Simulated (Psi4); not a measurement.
B$_{2}$Cl$_{3}$, doublet, geometry from GFN2-xTB, atoms displaced at random by about 0.08 Å a coordinate; Psi4 with B3LYP/6-31G, gradient.

Psi4 was given this input:
```
memory 2 GB

molecule {
0 2
Cl    2.65085254   -0.44186227   -0.18314068
B     1.10692498   -0.15770782    0.02929478
B    -0.44842375   -0.02829277    0.02958982
Cl   -1.21533656    1.69191430    0.09308504
Cl   -1.55626057   -1.19481138    0.03284279
symmetry c1
no_reorient
no_com
}

set {
  basis 6-31g
  reference uks
}

gradient('b3lyp')
print_variables()
```

Task: What does Psi4 print? Leave out banner, timings and long lists.

Result: 
```
gradient() will perform analytic gradient computation.

   => Loading Basis Set <=

    Name: 6-31G
    Role: ORBITAL
    Keyword: BASIS

         ---------------------------------------------------------
                                   SCF
               by Justin Turney, Rob Parrish, Andy Simmonett
                          and Daniel G. A. Smith
                              UKS Reference
         ---------------------------------------------------------

  ==> Geometry <==

    Molecular point group: c1
    Full point group: C1

    Geometry (in Angstrom), charge = 0, multiplicity = 2:

       Center              X                  Y                   Z               Mass
    ------------   -----------------  -----------------  -----------------  -----------------
         CL           2.650852540000    -0.441862270000    -0.183140680000    34.968852682000
         B            1.106924980000    -0.157707820000     0.029294780000    11.009305360000
         B           -0.448423750000    -0.028292770000     0.029589820000    11.009305360000
         CL          -1.215336560000     1.691914300000     0.093085040000    34.968852682000
         CL          -1.556260570000    -1.194811380000     0.032842790000    34.968852682000

  Running in c1 symmetry.

  Rotational constants: A =      0.11430  B =      0.04121  C =      0.03030 [cm^-1]
  Rotational constants: A =   3426.61782  B =   1235.34780  C =    908.48063 [MHz]
  Nuclear repulsion =  256.838044242382409

  Charge       = 0
  Multiplicity = 2
  Electrons    = 61
  Nalpha       = 31
  Nbeta        = 30

  ==> Algorithm <==

  SCF Algorithm Type is DF.
  DIIS enabled.
  MOM disabled.
  Fractional occupation disabled.
  Guess Type is SAD.
  Energy threshold   = 1.00e-08
  Density threshold  = 1.00e-08
  Integral threshold = 1.00e-12

  ==> Primary Basis <==

  Basis Set: 6-31G
    Blend: 6-31G
    Number of shells: 31
    Number of basis functions: 57
    Number of Cartesian functions: 57
    Spherical Harmonics?: false
    Max angular momentum: 1

  ==> DFT Potential <==

   => LibXC <=

    Version 7.1.2
    S. Lehtola, C. Steigemann, M. J. T. Oliveira, and M. A. L. Marques,  SoftwareX 7, 1–5 (2018) (10.1016/j.softx.2017.11.002)

   => Composite Functional: B3LYP <=

    B3LYP Hyb-GGA Exchange-Correlation Functional

    P. J. Stephens, F. J. Devlin, C. F. Chabalowski, and M. J. Frisch,  J. Phys. Chem. 98, 11623 (1994) (10.1021/j100096a001)

    Deriv               =              1
    GGA                 =           TRUE
    Meta                =          FALSE

    Exchange Hybrid     =           TRUE
    MP2 Hybrid          =          FALSE

   => Exchange Functionals <=

    0.0800   Slater exchange
    0.7200         Becke 88

   => Exact (HF) Exchange <=

    0.2000               HF

   => Correlation Functionals <=

    0.1900   Vosko, Wilk & Nusair (VWN5_RPA)
    0.8100   Lee, Yang & Parr

   => LibXC Density Thresholds  <==

    XC_HYB_GGA_XC_B3LYP:  1.00E-15

   => Molecular Quadrature <=

    Radial Scheme          =       TREUTLER
    Pruning Scheme         =           NONE
    Nuclear Scheme         =       TREUTLER

    Blocking Scheme        =         OCTREE
    BS radius alpha        =              1
    Pruning alpha          =              1
    Radial Points          =             75
    Spherical Points       =            302
    Total Points           =         102579
    Total Blocks           =            845
    Max Points             =            256
    Max Functions          =             50
    Weights Tolerance      =       1.00E-15

   => Loading Basis Set <=

    Name: (6-31G AUX)
    Role: JKFIT
    Keyword: DF_BASIS_SCF

  ==> Integral Setup <==

  SCF_SUBTYPE=INCORE selected. In-core MEM_DF algorithm will be used.
  Using in-core AOs.

  ==> MemDFJK: Density-Fitted J/K Matrices <==

    J tasked:                   Yes
    K tasked:                   Yes
    wK tasked:                   No
    Algorithm:                 Core
    Schwarz Cutoff:           1E-12
    Mask sparsity (%):       6.2789
    Fitting Condition:        1E-10

   => Auxiliary Basis Set <=

  Basis Set: (6-31G AUX)
    Blend: CC-PVDZ-JKFIT
    Number of shells: 156
    Number of basis functions: 552
    Number of Cartesian functions: 552
    Spherical Harmonics?: false
    Max angular momentum: 3

  Minimum eigenvalue in the overlap matrix is 1.6762360688E-03.
  Reciprocal condition number of the overlap matrix is 3.8916758400E-04.
    Using symmetric orthogonalization.

  ==> Pre-Iterations <==

  SCF Guess: Superposition of Atomic Densities via on-the-fly atomic UHF (no occupation information).

   -------------------------
    Irrep   Nso     Nmo
   -------------------------
     A         57      57
   -------------------------
    Total      57      57
   -------------------------

  ==> Iterations <==

                           Total Energy        Delta E     RMS |[F,P]|

   @DF-UKS iter SAD: -1430.40540212279166   -1.43041e+03   0.00000e+00
   @DF-UKS iter   1: -1430.16714961713888    2.38253e-01   4.96926e-03 ADIIS/DIIS
   @DF-UKS iter   2: -1430.18745644999763   -2.03068e-02   4.35616e-03 ADIIS/DIIS
   @DF-UKS iter   3: -1430.23113748180185   -4.36810e-02   8.26064e-04 ADIIS/DIIS
   @DF-UKS iter   4: -1430.23249147530441   -1.35399e-03   2.59709e-04 ADIIS/DIIS
   @DF-UKS iter   5: -1430.23262435069023   -1.32875e-04   8.78597e-05 DIIS
   @DF-UKS iter   6: -1430.23264558767437   -2.12370e-05   2.10276e-05 DIIS
   @DF-UKS iter   7: -1430.23264762968256   -2.04201e-06   1.11398e-05 DIIS
   @DF-UKS iter   8: -1430.23264797193997   -3.42257e-07   3.64468e-06 DIIS
   @DF-UKS iter   9: -1430.23264802787753   -5.59376e-08   5.89989e-07 DIIS
   @DF-UKS iter  10: -1430.23264803290317   -5.02564e-09   4.28734e-07 DIIS
   @DF-UKS iter  11: -1430.23264803530697   -2.40379e-09   1.38954e-07 DIIS
   @DF-UKS iter  12: -1430.23264803628649   -9.79526e-10   4.27566e-08 DIIS
[...]

    Alpha Virtual:

[...]
    Beta Occupied:

[...]
    Beta Virtual:

[...]
    Final Occupation by Irrep:
              A
    DOCC [    30 ]
    SOCC [     1 ]
    NA   [    31 ]
    NB   [    30 ]

  @DF-UKS Final Energy: -1430.23264803637130

   => Energetics <=

    Nuclear Repulsion Energy =            256.8380442423824093
    One-Electron Energy =               -2482.9777224983954511
    Two-Electron Energy =                 870.8492117049651142
    DFT Exchange-Correlation Energy =     -74.9421814853232462
    Empirical Dispersion Energy =           0.0000000000000000
    VV10 Nonlocal Energy =                  0.0000000000000000
    Total Energy =                      -1430.2326480363715291

  UHF NO Occupations:
  HONO-2 :   29  A 1.9998601
  HONO-1 :   30  A 1.9995810
  HONO-0 :   31  A 1.0000000
  LUNO+0 :   32  A 0.0004190
  LUNO+1 :   33  A 0.0001399
  LUNO+2 :   34  A 0.0001086
  LUNO+3 :   35  A 0.0000599

Computation Completed

Properties will be evaluated at   0.000000,   0.000000,   0.000000 [a0]

Properties computed using the SCF density matrix

 Multipole Moments:

 ------------------------------------------------------------------------------------
     Multipole            Electronic (a.u.)      Nuclear  (a.u.)        Total (a.u.)
 ------------------------------------------------------------------------------------

 L = 1.  Multiply by 2.5417464519 to convert [e a0] to [Debye]
 Dipole X            :         -1.1055089            2.3429734            1.2374645
 Dipole Y            :         -0.6301662            0.0171740           -0.6129921
 Dipole Z            :          1.2124302           -1.2816037           -0.0691734
 Magnitude           :                                                    1.3827013

 ------------------------------------------------------------------------------------

         ------------------------------------------------------------
                                   SCF GRAD
                          Rob Parrish, Justin Turney,
                       Andy Simmonett, and Alex Sokolov
         ------------------------------------------------------------

  ==> Geometry <==

    Molecular point group: c1
    Full point group: C1

    Geometry (in Angstrom), charge = 0, multiplicity = 2:

       Center              X                  Y                   Z               Mass
    ------------   -----------------  -----------------  -----------------  -----------------
         CL           2.650852540000    -0.441862270000    -0.183140680000    34.968852682000
         B            1.106924980000    -0.157707820000     0.029294780000    11.009305360000
         B           -0.448423750000    -0.028292770000     0.029589820000    11.009305360000
         CL          -1.215336560000     1.691914300000     0.093085040000    34.968852682000
         CL          -1.556260570000    -1.194811380000     0.032842790000    34.968852682000

  Nuclear repulsion =  256.838044242382409

  ==> Basis Set <==

  Basis Set: 6-31G
    Blend: 6-31G
    Number of shells: 31
    Number of basis functions: 57
    Number of Cartesian functions: 57
    Spherical Harmonics?: false
    Max angular momentum: 1

  ==> DFJKGrad: Density-Fitted SCF Gradients <==

    Gradient:                    1
    J tasked:                  Yes
    K tasked:                  Yes
    wK tasked:                  No
    Integrals threads:           1
    Schwarz Cutoff:          1E-12
    Fitting Condition:       1E-10

   => Auxiliary Basis Set <=

  Basis Set: (6-31G AUX)
    Blend: CC-PVDZ-JKFIT
    Number of shells: 156
    Number of basis functions: 552
    Number of Cartesian functions: 552
    Spherical Harmonics?: false
    Max angular momentum: 3

  ==> DFT Potential <==

   => LibXC <=

    Version 7.1.2
    S. Lehtola, C. Steigemann, M. J. T. Oliveira, and M. A. L. Marques,  SoftwareX 7, 1–5 (2018) (10.1016/j.softx.2017.11.002)

   => Composite Functional: B3LYP <=

    B3LYP Hyb-GGA Exchange-Correlation Functional

    P. J. Stephens, F. J. Devlin, C. F. Chabalowski, and M. J. Frisch,  J. Phys. Chem. 98, 11623 (1994) (10.1021/j100096a001)

    Deriv               =              1
    GGA                 =           TRUE
    Meta                =          FALSE

    Exchange Hybrid     =           TRUE
    MP2 Hybrid          =          FALSE

   => Exchange Functionals <=

    0.0800   Slater exchange
    0.7200         Becke 88

   => Exact (HF) Exchange <=

    0.2000               HF

   => Correlation Functionals <=

    0.1900   Vosko, Wilk & Nusair (VWN5_RPA)
    0.8100   Lee, Yang & Parr

   => LibXC Density Thresholds  <==

    XC_HYB_GGA_XC_B3LYP:  1.00E-15

   => Molecular Quadrature <=

    Radial Scheme          =       TREUTLER
    Pruning Scheme         =           NONE
    Nuclear Scheme         =       TREUTLER

    Blocking Scheme        =         OCTREE
    BS radius alpha        =              1
    Pruning alpha          =              1
    Radial Points          =             75
    Spherical Points       =            302
    Total Points           =         102579
    Total Blocks           =            845
    Max Points             =            256
    Max Functions          =             50
    Weights Tolerance      =       1.00E-15

  -Total Gradient:
     Atom            X                  Y                   Z
    ------   -----------------  -----------------  -----------------
       1       -0.103499003251     0.015999877161     0.013241906949
       2        0.097161348860    -0.014847324383    -0.012095854966
       3       -0.061764342485    -0.099486887765    -0.001967727352
       4       -0.012030322794    -0.004109199603     0.000520620582
       5        0.080119012031     0.102494927940     0.000294435089

  Variable Map:
  ----------------------------------------------------------------------------
[...]
  Array Variable Map:
  ----------------------------------------------------------------------------
[...]
[...]
```
